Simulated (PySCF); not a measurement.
PySCF input file for C₅H₃F, SMILES C#CC(F)=C=C, PBE-D3(BJ)/def2-SVP. The structure is a stationary point at PBE-D3(BJ)/def2-SVP. The structure was generated by enumeration, and PubChem lists no compound with its InChIKey, so it may never have been made.

```python
import numpy as np
from pyscf import gto, scf, dft, df
from pyscf.hessian import thermo

mol = gto.M(
    atom='''
    C     0.97581849    2.32811670    0.00000000
    C     0.35610809    1.27045018    0.00000000
    C    -0.36605555    0.04415665   -0.00000000
    F    -1.72123721    0.16420401    0.00000000
    C     0.20708040   -1.15601059   -0.00000000
    C     0.80100319   -2.32787548   -0.00000000
    H     1.52282513    3.26074928    0.00000000
    H     1.06229100   -2.84580504   -0.94153420
    H     1.06229100   -2.84580504    0.94153421
    ''',
    basis='def2-SVP',
    charge=0,
    spin=0,
    max_memory=1600,
    verbose=3,
)
mf = dft.RKS(mol, xc='pbe').density_fit(auxbasis='def2-universal-jkfit')
mf.disp = 'd3bj'
mf.grids.level = 3
mf.conv_tol = 1e-11
mf.max_cycle = 100
mf.kernel()

# [left out here: the lines that compute and print the analytic Hessian (its translational invariance restored by hand, since the grid's response is missing), thermochemistry and intensities]
```

Output:

```
converged SCF energy = -291.47803540211

WARN: DFTD3 does not support analytical Hessian, using finite difference


WARN: Mole.unit (angstrom) is changed to Bohr

Mode                                 0                   1                   2
Irrep
Freq [cm^-1]                      123.7417            198.9763            234.4442
Reduced mass [au]                   4.0545              3.3183              6.2250
Force const [Dyne/A]                0.0366              0.0774              0.2016
Char temp [K]                     178.0368            286.2825            337.3130
Normal mode                   x     y     z       x     y     z       x     y     z
       0   C                -0.11  0.11  0.00    0.00 -0.00  0.09   -0.10  0.00  0.00
       1   C                 0.04  0.02 -0.00   -0.00  0.00 -0.09    0.07 -0.09 -0.00
       2   C                 0.08 -0.00 -0.00   -0.00  0.00 -0.10   -0.01 -0.05 -0.00
       3   F                 0.08 -0.00  0.00   -0.00 -0.00  0.07    0.01  0.14  0.00
       4   C                 0.04 -0.02 -0.00    0.00  0.00 -0.15   -0.08 -0.08 -0.00
       5   C                -0.11 -0.10  0.00    0.00  0.00  0.09    0.09 -0.00  0.00
       6   H                -0.23  0.18  0.00    0.00 -0.00  0.21   -0.21  0.07  0.00
       7   H                -0.18 -0.13  0.00   -0.00 -0.23  0.21    0.15  0.03  0.00
       8   H                -0.18 -0.13 -0.00    0.00  0.23  0.21    0.15  0.03 -0.00
Mode                                 3                   4                   5
Irrep
Freq [cm^-1]                      306.7379            510.9788            574.3503
Reduced mass [au]                   3.6225              8.1188              8.1824
Force const [Dyne/A]                0.2008              1.2490              1.5903
Char temp [K]                     441.3276            735.1848            826.3623
Normal mode                   x     y     z       x     y     z       x     y     z
       0   C                -0.00  0.00  0.08   -0.01 -0.06  0.00    0.05  0.07  0.00
       1   C                 0.00  0.00 -0.17   -0.19  0.06 -0.00   -0.07  0.12 -0.00
       2   C                 0.00  0.00 -0.07    0.01 -0.04  0.00    0.04  0.00  0.00
       3   F                 0.00 -0.00  0.01    0.03  0.10  0.00    0.05 -0.03  0.00
       4   C                 0.00  0.00  0.16    0.11 -0.02  0.00   -0.17 -0.12 -0.00
       5   C                -0.00 -0.00 -0.02    0.03 -0.08 -0.00    0.03 -0.03  0.00
       6   H                -0.00  0.00  0.25    0.12 -0.13  0.00    0.13  0.03 -0.00
       7   H                -0.22  0.09 -0.14   -0.00 -0.10  0.00    0.12  0.01  0.00
       8   H                 0.22 -0.09 -0.14   -0.00 -0.10 -0.00    0.12  0.01 -0.00
Mode                                 6                   7                   8
Irrep
Freq [cm^-1]                      577.6002            592.9677            607.5807
Reduced mass [au]                   2.3404              1.2962              1.6341
Force const [Dyne/A]                0.4600              0.2685              0.3554
Char temp [K]                     831.0381            853.1485            874.1734
Normal mode                   x     y     z       x     y     z       x     y     z
       0   C                -0.00 -0.00  0.07   -0.00 -0.00 -0.08    0.00  0.00 -0.08
       1   C                 0.00 -0.00 -0.15    0.00 -0.00  0.03   -0.00  0.00 -0.03
       2   C                -0.00  0.00  0.15   -0.00  0.00 -0.10    0.00 -0.00  0.15
       3   F                -0.00  0.00 -0.00   -0.00 -0.00  0.04    0.00  0.00 -0.04
       4   C                 0.00  0.00 -0.04    0.00  0.00  0.03   -0.00 -0.00 -0.04
       5   C                -0.00  0.00 -0.01   -0.00  0.00  0.01    0.00  0.00 -0.01
       6   H                -0.00 -0.00 -0.16   -0.00  0.00  0.54    0.00 -0.00  0.69
       7   H                 0.39  0.15  0.02    0.41  0.25 -0.01   -0.18 -0.14  0.02
       8   H                -0.39 -0.15  0.02   -0.41 -0.25 -0.01    0.18  0.14  0.02
Mode                                 9                  10                  11
Irrep
Freq [cm^-1]                      685.1921            728.9363            867.9391
Reduced mass [au]                   1.2717              8.1334              1.3292
Force const [Dyne/A]                0.3518              2.5463              0.5900
Char temp [K]                     985.8389           1048.7770           1248.7711
Normal mode                   x     y     z       x     y     z       x     y     z
       0   C                 0.11 -0.06 -0.00    0.05  0.10  0.00   -0.00 -0.00 -0.00
       1   C                -0.04  0.03  0.00    0.07  0.06  0.00   -0.00  0.00 -0.00
       2   C                 0.00 -0.00  0.00   -0.03 -0.01  0.00    0.00  0.00 -0.00
       3   F                -0.01  0.00 -0.00   -0.15  0.02 -0.00   -0.00 -0.00 -0.00
       4   C                 0.00 -0.00 -0.00    0.07 -0.05  0.00   -0.04 -0.02  0.00
       5   C                 0.00 -0.00  0.00    0.05 -0.11 -0.00    0.13  0.06 -0.00
       6   H                -0.75  0.44  0.00    0.06  0.10  0.00   -0.00 -0.00  0.00
       7   H                 0.00 -0.00  0.00    0.05 -0.14  0.01   -0.54 -0.27 -0.00
       8   H                 0.00 -0.00 -0.00    0.05 -0.14 -0.01   -0.54 -0.27  0.00
Mode                                12                  13                  14
Irrep
Freq [cm^-1]                      948.7916           1188.3714           1248.7682
Reduced mass [au]                   1.4561             10.6228              2.0905
Force const [Dyne/A]                0.7723              8.8388              1.9207
Char temp [K]                    1365.0998           1709.8019           1796.6994
Normal mode                   x     y     z       x     y     z       x     y     z
       0   C                 0.00 -0.00  0.00    0.03  0.06 -0.00   -0.03 -0.05 -0.00
       1   C                 0.00 -0.00 -0.00    0.02  0.02 -0.00    0.00 -0.02 -0.00
       2   C                -0.00  0.00 -0.01   -0.24 -0.07  0.00   -0.03  0.18 -0.00
       3   F                 0.00  0.00 -0.00    0.10 -0.00 -0.00    0.02 -0.01  0.00
       4   C                 0.00  0.00  0.11    0.02  0.02 -0.00   -0.04  0.04 -0.00
       5   C                -0.00 -0.00 -0.13    0.01 -0.01  0.00    0.03 -0.07  0.00
       6   H                 0.00 -0.00  0.00    0.02  0.08 -0.00   -0.05 -0.05 -0.00
       7   H                 0.24 -0.48  0.21    0.01 -0.07  0.03    0.19 -0.37  0.19
       8   H                -0.24  0.48  0.21    0.01 -0.07 -0.03    0.19 -0.37 -0.19
Mode                                15                  16                  17
Irrep
Freq [cm^-1]                     1408.7439           2011.4314           2148.4070
Reduced mass [au]                   1.8376             10.4574              6.2670
Force const [Dyne/A]                2.1486             24.9278             17.0430
Char temp [K]                    2026.8688           2894.0019           3091.0793
Normal mode                   x     y     z       x     y     z       x     y     z
       0   C                -0.01 -0.02  0.00    0.01  0.01  0.00    0.08  0.13  0.00
       1   C                 0.00 -0.01  0.00   -0.01 -0.01  0.00   -0.11 -0.19  0.00
       2   C                -0.05  0.13  0.00    0.05 -0.11  0.00    0.02  0.04 -0.00
       3   F                 0.02 -0.01 -0.00   -0.00  0.00 -0.00    0.00  0.00 -0.00
       4   C                -0.00 -0.01  0.00   -0.10  0.21  0.00    0.00 -0.00 -0.00
       5   C                 0.07 -0.13 -0.00    0.05 -0.10 -0.00   -0.00  0.00 -0.00
       6   H                -0.03 -0.03  0.00    0.01  0.02  0.00    0.15  0.25 -0.00
       7   H                -0.17  0.34 -0.32    0.02 -0.04 -0.07    0.00  0.00 -0.00
       8   H                -0.17  0.34  0.32    0.02 -0.04  0.07    0.00  0.00  0.00
Mode                                18                  19                  20
Irrep
Freq [cm^-1]                     3033.2481           3113.9900           3405.7410
Reduced mass [au]                   1.0598              1.1160              1.1554
Force const [Dyne/A]                5.7452              6.3759              7.8958
Char temp [K]                    4364.1687           4480.3383           4900.1030
Normal mode                   x     y     z       x     y     z       x     y     z
       0   C                -0.00 -0.00  0.00    0.00 -0.00 -0.00    0.05  0.09  0.00
       1   C                 0.00  0.00  0.00    0.00 -0.00  0.00   -0.01 -0.02  0.00
       2   C                 0.00 -0.00 -0.00   -0.00 -0.00  0.00    0.00  0.00  0.00
       3   F                -0.00  0.00 -0.00   -0.00  0.00  0.00    0.00  0.00 -0.00
       4   C                 0.00 -0.01 -0.00    0.00 -0.00  0.00   -0.00  0.00 -0.00
       5   C                -0.03  0.06 -0.00   -0.00  0.00  0.09    0.00 -0.00 -0.00
       6   H                -0.00 -0.00  0.00    0.00 -0.00 -0.00   -0.47 -0.80 -0.00
       7   H                 0.16 -0.31 -0.59    0.16 -0.32 -0.56   -0.00  0.00  0.00
       8   H                 0.16 -0.31  0.59   -0.16  0.32 -0.56   -0.00  0.00 -0.00
temperature 298.1500 [K]
pressure 101325.00 [Pa]
Rotational constants [GHz] 5.93698 2.59274 1.82797
Symmetry number 1
Zero-point energy (ZPE) 0.05585 [Eh]   146643.854 [J/mol]
                           tot       elec      trans        rot        vib
Entropy [J/mol/K]       325.760      0.000    163.717    112.289     49.754
Cv [J/mol/K]             91.041      0.000     12.472     12.472     66.098
Cp [J/mol/K]             99.356      0.000     20.786     12.472     66.098
Internal energy [J/mol]                      3718.434   3718.434 155627.352
Internal energy [Eh]   -291.41593  -291.47804
Enthalpy [J/mol]                             6197.391   3718.434 155627.352
Enthalpy [Eh]          -291.41498
Gibbs free energy [J/mol]                  -42614.781 -29760.532 140793.067
Gibbs free energy [Eh] -291.45198
mode   freq/cm-1   IR/(km/mol)
   1      123.74         1.707
   2      198.98         3.746
   3      234.44         0.078
   4      306.74         0.081
   5      510.98         8.764
   6      574.35        12.996
   7      577.60         0.799
   8      592.97         8.744
   9      607.58        34.705
  10      685.19        27.433
  11      728.94        11.828
  12      867.94        34.791
  13      948.79         0.001
  14     1188.37       192.640
  15     1248.77        32.301
  16     1408.74        32.904
  17     2011.43        10.254
  18     2148.41         4.781
  19     3033.25         4.717
  20     3113.99         0.061
  21     3405.74        91.134
max |gradient| / (hartree/bohr): 3.2265778535636245e-05
APT charges: [-0.2743 -0.0763  0.72   -0.4979 -0.1101 -0.0801  0.2229  0.0479  0.0479]
```

Self-consistency was reached.
